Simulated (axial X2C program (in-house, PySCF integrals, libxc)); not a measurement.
CaBa⁺ at several levels of theory

Computed with an in-house all-electron X2C program for linear molecules (integrals from PySCF). Spin-free means the one-electron spin-free X2C Hamiltonian; two-component (2c) means X2C with spin–orbit coupling and atomic mean-field two-electron Coulomb and Gaunt terms, so the difference of the two also holds small scalar two-electron terms. Basis: Ba dyall-v3z [14s14p9d3f], Ca dyall-v3z [11s12p4d3f] (cores contracted in-house); Gaussian nuclei, density fitting, unrestricted open shells. Masses: Ba 137.905 u, Ca 39.963 u.

State, spin-free: M_S = 1/2, Λ = 0 (beyond evenly filled blocks: σα); electrons by block: σα: 18, σβ: 17, π+α: 8, π+β: 8, π-α: 8, π-β: 8, δ+α: 2, δ+β: 2, δ-α: 2, δ-β: 2. Fragments: Ba+ + Ca.

State, 2c: Ω = 1/2 (⟨Sz⟩ = 0.50, ⟨Lz⟩ = 0.00 at PBE0); electrons by block: 1/2: 26, -1/2: 25, 3/2: 10, -3/2: 10, 5/2: 2, -5/2: 2. Fragments: Ba+ + Ca.

```
Hamiltonian   level  Re (Å)  ωe (cm⁻¹)  ωexe (cm⁻¹)  De (eV)  D0 (eV)  k (mdyn/Å)  μ (D)
  spin-free    PBE0   4.244       90.6        0.318    0.851    0.846        0.15   3.26
  spin-free      HF   4.570       76.8        0.197    0.669    0.664       0.108   3.54
  spin-free  r2SCAN   4.266       89.6        0.323    0.888    0.882       0.147   3.42
  spin-free   B3LYP   4.289       83.8        0.359    0.730    0.725       0.128   3.36
         2c    PBE0   4.242       90.6        0.318    0.853    0.848        0.15   3.28
         2c      HF   4.569       76.8        0.197    0.670    0.665       0.108   3.54
         2c  r2SCAN   4.265       89.6        0.323    0.890    0.885       0.147   3.44
         2c   B3LYP   4.287       83.9        0.358    0.732    0.727       0.128   3.38
```

Dipoles are positive if Ca is the positive end and refer to the centre of mass.

The state is one determinant whose occupation by symmetry is held fixed; it was picked as the lowest of a PBE0 search that is not exhaustive. Dissociation energies refer to the lowest single-determinant-based atoms at the same level and basis. Density functionals use the spin component along the axis (collinear). PBE0 can misorder states that lie within some tenths of an eV, so this need not be the ground state of the molecule. The nearest other spin-free determinant of the search, M_S = 1/2, Λ = 1, lies 0.45 eV up at the distance of the search. The determinant is spin-polarised beyond a pure state at some levels (its spin-free form has ⟨S²⟩ too high), which makes Re and μ there less reliable.

No reliable constants came from MP2 (2c), MP2 (spin-free): no minimum in range, unconverged points, a curve that is not smooth, a change of character along it, or the two Hamiltonians disagreeing along it.

Rough cost a point (2c) on 1 thread(s) of a shared host, integrals apart: PBE0 2.8 s, HF 2.6 s, r2SCAN 2.5 s, B3LYP 3 s.

The whole task took 6 min on 1 thread of Arm Neoverse N1, on a shared host.
